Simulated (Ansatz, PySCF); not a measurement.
Energy difference R1 + R2 → 2 P1, each structure at its B3LYP-D3(BJ)/def2-SVP stationary point, reached from a drawn start (curvature not checked).
P1, C3H10OSi (SMILES C[Si](C)(C)O) (charge 0, multiplicity 1):
```csv
atom,x (Å),y (Å),z (Å)
C,-0.2465,1.2295,-1.2696
Si,-0.1880,0.0827,0.2235
C,-0.9583,-1.5752,-0.1807
C,1.5977,-0.1280,0.7844
O,-1.1255,0.7046,1.4762
H,0.3339,0.8129,-2.1100
H,0.1757,2.2219,-1.0376
H,-1.2831,1.3764,-1.6139
H,-0.9406,-2.2404,0.6975
H,-0.4157,-2.0764,-0.9991
H,-2.0084,-1.4544,-0.4917
H,2.2133,-0.5706,-0.0168
H,2.0558,0.8380,1.0564
H,1.6596,-0.7898,1.6636
H,-0.8697,1.5687,1.8177
```
R1, H2O (SMILES O) (charge 0, multiplicity 1, Z-matrix in Å and degrees):
```
O
H 1 0.9667
H 1 0.9667 2 103.09
```
R2: C6H18OSi2 (SMILES C[Si](C)(C)O[Si](C)(C)C), charge 0, multiplicity 1.

P less R. No zero-point or thermal terms. One arrangement of each flexible species, with no search for the lowest.

Correlated levels freeze the cores.

Codes used: Ansatz (an electronic-structure program) with Gaussian orbitals; PySCF for the D3/D4 terms. All values are computed, each at the level named.

```json
[
 {"level": "HF/cc-pV(D+d)Z", "reaction energy (kcal/mol)": "3.71"},
 {"level": "BLYP-D3(BJ)/def2-TZVPP", "reaction energy (kcal/mol)": "6.22"},
 {"level": "BLYP-D4/def2-TZVPP", "reaction energy (kcal/mol)": "6.49"},
 {"level": "r2SCAN-D4/def2-TZVPP", "reaction energy (kcal/mol)": "5.22"},
 {"level": "B3LYP-D3(BJ)/def2-TZVPP", "reaction energy (kcal/mol)": "6.55"},
 {"level": "PBE0/def2-TZVPP", "reaction energy (kcal/mol)": "3.12"},
 {"level": "PBE0-D3(BJ)/def2-TZVPP", "reaction energy (kcal/mol)": "?"},
 {"level": "wB97X-V/def2-TZVPP", "reaction energy (kcal/mol)": "?"},
 {"level": "SCS-MP2/cc-pV(D+d)Z", "reaction energy (kcal/mol)": "?"}
]
```

Task: Some entries are withheld; supply them.

Result: 
- PBE0-D3(BJ)/def2-TZVPP, reaction energy (kcal/mol): 5.74
- wB97X-V/def2-TZVPP, reaction energy (kcal/mol): 5.55
- SCS-MP2/cc-pV(D+d)Z, reaction energy (kcal/mol): 4.66
